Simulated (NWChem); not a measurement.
Program: NWChem. System: H₇GeNSi, charge 0, spin multiplicity 1, at a geometry optimised with PBE/def2-SVP. The structure started from a generated list of species. Level: RHF/def2-TZVP.

Part of the output:

```
             Northwest Computational Chemistry Package (NWChem) 7.3.0
             --------------------------------------------------------

                                NWChem Input Module
                                -------------------

 Scaling coordinates for geometry "geometry" by  1.889725989
 (inverse scale =  0.529177249)

 Turning off AUTOSYM since
 SYMMETRY directive was detected!

                             Geometry "geometry" -> ""
                             -------------------------

 Output coordinates in angstroms (scale by  1.889725989 to convert to a.u.)

  No.       Tag          Charge          X              Y              Z
 ---- ---------------- ---------- -------------- -------------- --------------
    1 Si                  14.0000    -0.65066700     1.16206200     0.00000000
    2 N                    7.0000     0.59771100     2.39554000     0.00000000
    3 Ge                  32.0000     0.14007100    -1.11643500     0.00000000
    4 H                    1.0000    -1.49444600     1.36902300    -1.23023500
    5 H                    1.0000    -1.49444600     1.36902300     1.23023500
    6 H                    1.0000     1.19046500     2.45544700    -0.83379700
    7 H                    1.0000     1.19046500     2.45544700     0.83379700
    8 H                    1.0000     1.02794400    -1.39499500    -1.24821700
    9 H                    1.0000    -1.00482500    -2.17067100     0.00000000
   10 H                    1.0000     1.02794400    -1.39499500     1.24821700

 Effective nuclear repulsion energy (a.u.)     252.0494484413

            Nuclear Dipole moment (a.u.)
            ----------------------------
        X                 Y               Z
 ---------------- ---------------- ----------------
     0.0000226767     0.0000132281     0.0000000000

      Symmetry information
      --------------------

 Group name             Cs
 Group number              2
 Group order               2
 No. of unique centers     7

      Symmetry unique atoms

     1    2    3    4    6    8    9


 Summary of "ao basis" -> "" (spherical)
 ------------------------------------------------------------------------------
       Tag                 Description            Shells   Functions and Types
 ---------------- ------------------------------  ------  ---------------------
 *                         def2-tzvp                  on all atoms

 Summary of "ao basis" -> "ao basis" (spherical)
[...]
    47      0.205122   2 N  py               50      0.173405   2 N  py
   148     -0.157292   9 H  s                87      0.154620   3 Ge px

 Vector   30  Occ=2.000000D+00  E=-3.650282D-01  Symmetry=a'
              MO Center= -5.9D-02,  6.0D-01,  8.3D-14, r^2= 4.1D+00
   Bfn.  Coefficient  Atom+Function         Bfn.  Coefficient  Atom+Function
  ----- ------------  ---------------      ----- ------------  ---------------
    85      0.277575   3 Ge py               16     -0.216270   1 Si py
    44      0.215169   2 N  py               50      0.213369   2 N  py
    88      0.205346   3 Ge py               47      0.202152   2 N  py

 Vector   31  Occ=0.000000D+00  E= 1.006314D-01  Symmetry=a'
              MO Center=  2.0D-01,  1.3D+00, -1.7D-13, r^2= 7.0D+00
   Bfn.  Coefficient  Atom+Function         Bfn.  Coefficient  Atom+Function
  ----- ------------  ---------------      ----- ------------  ---------------
    42      1.952885   2 N  s                18     -0.858966   1 Si px
    19     -0.743379   1 Si py              131     -0.632113   6 H  s
   137     -0.632113   7 H  s               149     -0.489058   9 H  s
    88     -0.420534   3 Ge py              119     -0.310726   4 H  s
   125     -0.310726   5 H  s                50     -0.260775   2 N  py

 Vector   32  Occ=0.000000D+00  E= 1.382707D-01  Symmetry=a'
              MO Center= -9.6D-02, -1.0D-01,  1.1D-12, r^2= 9.1D+00
   Bfn.  Coefficient  Atom+Function         Bfn.  Coefficient  Atom+Function
  ----- ------------  ---------------      ----- ------------  ---------------
    74      2.742088   3 Ge s                19      1.409794   1 Si py
     5     -1.054082   1 Si s               143     -0.850841   8 H  s
   155     -0.850841  10 H  s                88      0.837626   3 Ge py
    18     -0.746448   1 Si px               42      0.464493   2 N  s
   131     -0.327438   6 H  s               137     -0.327438   7 H  s

 Vector   33  Occ=0.000000D+00  E= 1.410965D-01  Symmetry=a"
              MO Center= -1.1D-01, -2.0D-01, -2.5D-12, r^2= 5.2D+00
   Bfn.  Coefficient  Atom+Function         Bfn.  Coefficient  Atom+Function
  ----- ------------  ---------------      ----- ------------  ---------------
    20      1.059731   1 Si pz               89      0.919339   3 Ge pz
   143      0.808772   8 H  s               155     -0.808772  10 H  s
   119      0.788262   4 H  s               125     -0.788262   5 H  s
    51     -0.253324   2 N  pz

 center of mass
 --------------
 x =   0.01486196 y =  -0.21153700 z =   0.00000000

 moments of inertia (a.u.)
 ------------------
         860.375073763896          40.993549522572           0.000000000000
          40.993549522572         129.944376737441           0.000000000000
           0.000000000000           0.000000000000         936.093324275796

  Mulliken analysis of the total density
  --------------------------------------

    Atom       Charge   Shell Charges
 -----------   ------   -------------------------------------------------------
    1 Si  14    13.63   2.00  0.58  1.39  0.78  0.41  4.12  1.73  0.51  1.37  0.30  0.16  0.22  0.04
    2 N    7     7.74   0.82  1.16  0.51  0.84  0.19  1.49  1.81  0.89  0.00  0.02  0.00
    3 Ge  32    31.96   2.00  2.00  1.16  0.80  0.76  0.59  5.98  4.44  1.56  1.46  1.01  8.91  1.10  0.05  0.12  0.02
    4 H    1     1.05   0.24  0.56  0.24  0.01
    5 H    1     1.05   0.24  0.56  0.24  0.01
    6 H    1     0.75   0.25  0.41  0.05  0.04
    7 H    1     0.75   0.25  0.41  0.05  0.04
    8 H    1     1.03   0.23  0.57  0.23  0.01
    9 H    1     1.02   0.22  0.57  0.22  0.01
   10 H    1     1.03   0.23  0.57  0.23  0.01

       Multipole analysis of the density wrt the origin
       ------------------------------------------------

     L   x y z        total         open         nuclear
     -   - - -        -----         ----         -------
     0   0 0 0     -0.000000      0.000000     60.000000

     1   1 0 0      0.414200      0.000000      0.000023
     1   0 1 0      0.150754      0.000000      0.000013
     1   0 0 1     -0.000000      0.000000      0.000000

     2   2 0 0    -30.074207      0.000000     69.564167
     2   1 1 0      2.889224      0.000000    -16.067361
     2   1 0 1      0.000000      0.000000      0.000000
     2   0 2 0    -34.475727      0.000000    440.569727
     2   0 1 1     -0.000000      0.000000      0.000000
     2   0 0 2    -30.146758      0.000000     26.902551

 Task  times  cpu:       11.7s     wall:       11.7s

 Total times  cpu:       11.7s     wall:       11.7s
```

Question: Write an NWChem input that would produce this output.

Answer: Several could match; the one computed here: 
```
start mol
memory heap 200 mb stack 800 mb global 1000 mb
geometry units angstroms nocenter noautoz
  Si    -0.650667     1.162062     0.000000
  N      0.597711     2.395540     0.000000
  Ge     0.140071    -1.116435     0.000000
  H     -1.494446     1.369023    -1.230235
  H     -1.494446     1.369023     1.230235
  H      1.190465     2.455447    -0.833797
  H      1.190465     2.455447     0.833797
  H      1.027944    -1.394995    -1.248217
  H     -1.004825    -2.170671     0.000000
  H      1.027944    -1.394995     1.248217
  symmetry group Cs
end
basis spherical
  * library def2-tzvp
end
scf
  rhf
  nopen 0
  maxiter 100
  thresh 1e-7
  semidirect memsize 60000000 filesize 0
end
task scf energy
```
